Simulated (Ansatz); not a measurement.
Reaction (ligand exchange at the Si–C bond): `C=C[SiH2]S` + `[OH][AlH2]` → `[AlH2][O][SiH2]S` + `C=C`

Computed with Ansatz on PBE0-D4/def2-TZVP structures; ΔE is electronic, products minus reactants. CCSD(T)/CBS is the MP2 limit (def2-TZVPP, def2-QZVPP) plus CCSD(T) − MP2 in def2-TZVPP, frozen cores. This one scheme is used for every species. Functionals use def2-TZVPP. Each species was taken in one conformer, which may not be the lowest.

CCSD(T)/CBS gives -116.3 kJ/mol.

Another level gave -101.7 kJ/mol. Which?
A. PBE0-D4/def2-TZVPP
B. CAM-B3LYP-D4/def2-TZVPP
C. r2SCAN-D4/def2-TZVPP
D. revPBE/def2-TZVPP

D. revPBE -101.7, CAM-B3LYP-D4 -121.8, PBE0-D4 -108.0, r2SCAN-D4 -114.6 kJ/mol.

What do rigid-rotor, harmonic-oscillator terms from PBE0-D4/def2-TZVP frequencies (298.15 K, 1 bar) make of the CCSD(T)/CBS value? (Estimate.)

Ansatz gave: ΔZPE = +1.1 kJ/mol, ΔH = -114.0 kJ/mol, ΔS = 5 J/(mol·K), ΔG = -115.4 kJ/mol. Modes under 50 cm⁻¹ make the entropy rough.

Largest T1 diagnostic among the species: 0.012.

Leaving LDA and LC-ωPBE aside and taking each functional with its dispersion term where it has one, the values, not all of them listed here, spread over 27.2 kJ/mol, from BHLYP-D4 to revPBE-D4. In def2-TZVPP, CCSD(T) changes the Hartree–Fock value by +20.6 kJ/mol (the triples alone add +3.3 kJ/mol) and MP2 by +21.8 kJ/mol. From PBE to PBE0 (25 % exact exchange), in def2-TZVPP and without D4, ΔE moves by −6.3 kJ/mol.
